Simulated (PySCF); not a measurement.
**C₆ coefficients of unlike pairs at PBE0**

Calculated with PySCF 2.14 from the dipole response of each species, C₆(A,B) = (3/π) ∫ α_A(iu) α_B(iu) du, in atomic units, from isotropic polarisabilities. For ions this is the dispersion term alone; charge-induced terms of lower order in 1/R come first.

| species | configuration | basis | relativity | α (bohr³) | C₆ (like pair) |
| --- | --- | --- | --- | --- | --- |
| F | [He] 2s2 2p5 (2P) | aug-cc-pVQZ with one added diffuse shell each of s, p, d, f, g type (7s6p5d4f3g) | none | 3.876 | 10.32 |
| Kr³⁺ | [Ar] 3d10 4s2 4p3 (4S) | aug-cc-pVQZ-DK (8s7p5d3f2g) | spin-free X2C | 5.442 | 21.14 |
| W | [Xe] 4f14 5d4 6s2 (5D) | def2-TZVPPD with the def2 core potential (60 electrons) (6s5p3d2f1g) | core potential | 72.76 | 857.1 |
| Cr⁺ | [Ar] 3d5 (6S) | aug-cc-pVTZ with one added diffuse shell each of s, p, d, f, g type (9s8p6d4f3g) | none | 12.27 | 45.54 |

Problem. Estimate C₆ for Cr⁺ with F.

Solution. The integral gives 20.96. The combination rule 2 C_A C_B / (C_A α_B/α_A + C_B α_A/α_B) gives 19.97 and the geometric mean 21.67.

No spin-orbit coupling is included.

The other pairs:

```tsv
pair	C₆
Cr⁺, W	188.1
W, Kr³⁺	113.6
Kr³⁺, F	14.75
Cr⁺, Kr³⁺	29.95
W, F	79.44
```
